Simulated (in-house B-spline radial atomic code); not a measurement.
Configurations of Cd⁸⁺, with energies counted from [Kr] (4d3/2)4. Level of theory: Dirac-Hartree-Fock, average of each configuration as written, Fermi nucleus of rms radius 4.6087 fm; calculated with a B-spline radial code for spherical atoms. Energies include first-order Breit, QED and recoil terms.

Occupations are held fixed; configurations that lie above the ionisation limit could autoionise.

| configuration | E - E(ref) (eV) | highest orbital | its <r> (bohr) |
| --- | --- | --- | --- |
| [Kr] (4d5/2)4 | 4.5541 | 4d5/2 | 1.026 |
| [Kr] (4d3/2)2 (4d5/2)1 (5f7/2)1 | 99.613 | 5f7/2 | 2.827 |
| [Ar] 3d10 4s2 (4p1/2)1 (4p3/2)4 (4d3/2)3 (4d5/2)1 (5p3/2)1 | 131.29 | 5p3/2 | 1.941 |
| [Ar] 3d10 4s2 (4p1/2)1 (4p3/2)4 (4d3/2)2 (4d5/2)2 (6f7/2)1 | 188.12 | 6f7/2 | 4.52 |
| [Ar] 3d10 4s2 (4p1/2)1 (4p3/2)4 (4d5/2)4 (8f5/2)1 | 201.7 | 8f5/2 | 8.925 |
| [Ar] (3d3/2)3 (3d5/2)6 4s2 4p6 (4d5/2)4 (7g9/2)1 | 552.52 | 7g9/2 | 6.911 |

Problem. Order these further configurations by energy, lowest first.
A. [Kr] (4d3/2)3 (4d5/2)1
B. [Ar] (3d3/2)3 (3d5/2)6 4s2 4p6 (4d5/2)4 (8p3/2)1
C. [Kr] (4d5/2)3 7s1
D. [Kr] (4d3/2)2 (4d5/2)1 (8f5/2)1
E. [Kr] (4d3/2)1 (4d5/2)2 (6p3/2)1

Solution. A (1.7507 eV), E (97.89 eV), C (113.56 eV), D (132.37 eV), B (549.13 eV).

Problem. How far above the reference does [Ar] 3d10 4s2 (4p1/2)1 (4p3/2)4 (4d3/2)1 (4d5/2)3 5s1 lie?

Solution. 115.42 eV; its least bound orbital is 5s1/2 with <r> = 1.769 bohr.

Problem. How far above the reference does [Ar] 3d10 4s2 (4p1/2)2 (4p3/2)3 (4d3/2)2 (4d5/2)2 (7f7/2)1 lie?

Solution. 190.09 eV; its least bound orbital is 7f7/2 with <r> = 6.558 bohr.
